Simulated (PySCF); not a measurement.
# SMILES C=CC(C=C)=NN, C$_{5}$H$_{8}$N$_{2}$

Molfile (atoms numbered from 1):
```
C5H8N2
     RDKit          3D

 15 14  0  0  0  0  0  0  0  0999 V2000
    1.0024   -1.1580    1.3174 C   0  0  0  0  0  0  0  0  0  0  0  0
    0.6645   -0.0048    0.7538 C   0  0  0  0  0  0  0  0  0  0  0  0
   -0.3722    0.1587   -0.2766 C   0  0  0  0  0  0  0  0  0  0  0  0
   -0.1170    1.0344   -1.4086 C   0  0  0  0  0  0  0  0  0  0  0  0
    1.0493    1.6038   -1.6937 C   0  0  0  0  0  0  0  0  0  0  0  0
   -1.5459   -0.3676   -0.2448 N   0  0  0  0  0  0  0  0  0  0  0  0
   -1.9361   -1.2273    0.7030 N   0  0  0  0  0  0  0  0  0  0  0  0
    1.7520   -1.2134    2.0904 H   0  0  0  0  0  0  0  0  0  0  0  0
    0.5874   -2.0975    0.9898 H   0  0  0  0  0  0  0  0  0  0  0  0
    1.1468    0.9136    1.0679 H   0  0  0  0  0  0  0  0  0  0  0  0
   -0.9749    1.1860   -2.0487 H   0  0  0  0  0  0  0  0  0  0  0  0
    1.9285    1.4528   -1.0900 H   0  0  0  0  0  0  0  0  0  0  0  0
    1.1666    2.2423   -2.5524 H   0  0  0  0  0  0  0  0  0  0  0  0
   -1.4142   -1.2583    1.5786 H   0  0  0  0  0  0  0  0  0  0  0  0
   -2.9415   -1.2566    0.7920 H   0  0  0  0  0  0  0  0  0  0  0  0
  1  2  2  0
  2  3  1  0
  3  4  1  0
  4  5  2  0
  3  6  2  3
  6  7  1  0
  1  8  1  0
  1  9  1  0
  2 10  1  0
  4 11  1  0
  5 12  1  0
  5 13  1  0
  7 14  1  0
  7 15  1  0
M  END
```

Computed with GIAO CAM-B3LYP/pcSseg-1 magnetisability, rotational g tensor and spin-rotation constants, non-relativistic, gas phase in PySCF. Geometry: GFN2-xTB.

Give the nuclear spin-rotation constants along the inertial axes (H = +C I·J) beside the isotropic shieldings.

Rotational constants 4.0837, 2.1627, 1.4541 GHz. A star marks the isotopologue with that one atom substituted, in its own axes.
```csv
atom,isotope,Caa (kHz),Cbb (kHz),Ccc (kHz),mean (kHz),σ (ppm)
N6,14N,1.444,0.431,0.068,0.648,-128.6
N7,14N,0.281,0.245,0.093,0.206,138.9
H8,1H,-0.435,0.180,-0.137,-0.131,25.7
H9,1H,-0.197,-0.172,0.002,-0.122,26.1
H10,1H,-0.189,-0.116,-0.019,-0.108,25.4
H11,1H,-0.372,0.228,-0.168,-0.104,25.1
H12,1H,-0.377,0.182,-0.173,-0.123,26.5
H13,1H,0.274,-0.169,-0.166,-0.020,26.4
H14,1H,-0.300,0.050,-0.130,-0.126,25.6
H15,1H,-0.206,0.018,-0.160,-0.116,26.3
C1,13C*,0.978,0.915,0.412,0.768,53.1
C2,13C*,1.081,0.954,0.394,0.810,48.0
C3,13C*,1.818,0.835,0.281,0.978,38.2
C4,13C*,1.661,1.015,0.247,0.974,32.6
C5,13C*,1.538,0.842,0.183,0.855,65.1
```
For the geometry as given, no vibrational averaging.

How do the rotational constants and the g tensor change when H8, H9, H10, H11, H12, H13, H14, H15 are replaced by deuterium?

Constants 3.4269, 1.8354, 1.2397 GHz; g -0.0408, -0.0244, 0.0000, against -0.0484, -0.0287, 0.0001 before.
